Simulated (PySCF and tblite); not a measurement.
Results of a calculation; reference values are marked as such.
System: C7H13N, numbered as in [CH2:1]=[C:2]1[CH2:3][CH2:4][N:5]([CH3:6])[CH2:7][CH2:8]1.

Motion: pyramidal inversion at N5. GFN2-xTB gives an electronic barrier of 6.1 kcal/mol and a reaction energy of 0.1 kcal/mol.

PBE0/pcSseg-1 + D3(BJ) on GFN2-xTB geometries gives 4.8 kcal/mol and k(298 K) = 3.3×10¹⁰ s⁻¹.

**Question.** What does PBE0/6-31++G** + D3(BJ) give on GFN2-xTB geometries?

**Answer.** A barrier of 5.6 kcal/mol, 0.8 above the first DFT barrier (from unrounded values), a reaction energy of -2.5 kcal/mol and, with GFN2-xTB thermal terms, ΔG‡(298 K) = 4.3 kcal/mol and k = 8.4×10⁹ s⁻¹ (2 equivalent paths).

Programs: tblite and PySCF.
